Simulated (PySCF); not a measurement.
## C₆ coefficients of unlike pairs at PBE

Calculated with PySCF 2.14 from the dipole response of each species, C₆(A,B) = (3/π) ∫ α_A(iu) α_B(iu) du, in atomic units, from isotropic polarisabilities. For ions this is the dispersion term alone; charge-induced terms of lower order in 1/R come first.

| species | configuration | basis | relativity | α (bohr³) | C₆ (like pair) |
| --- | --- | --- | --- | --- | --- |
| Kr³⁺ | [Ar] 3d10 4s2 4p3 (4S) | aug-cc-pVQZ-DK (8s7p5d3f2g) | spin-free X2C | 5.427 | 21.09 |
| W | [Xe] 4f14 5d4 6s2 (5D) | def2-TZVPPD with the def2 core potential (60 electrons) (6s5p3d2f1g) | core potential | 69.10 | 800.1 |
| Br²⁺ | [Ar] 3d10 4s2 4p3 (4S) | x2c-TZVPPall with one added diffuse shell each of s, p, d type (7s6p5d1f) | spin-free X2C | 8.259 | 39.14 |
| Mg²⁺ | [Ne] (1S) | aug-cc-pVDZ (5s4p2d) | none | 0.1644 | 0.04531 |

Q: Estimate C₆ for W with Kr³⁺.

A: The integral gives 110.6. The combination rule 2 C_A C_B / (C_A α_B/α_A + C_B α_A/α_B) gives 101.8 and the geometric mean 129.9.

No spin-orbit coupling is included.

The other pairs:

```
      pair      C₆
Mg²⁺, Kr³⁺  0.9070
Mg²⁺, Br²⁺   1.177
   Mg²⁺, W   4.063
   Br²⁺, W   157.7
Br²⁺, Kr³⁺   28.55
```
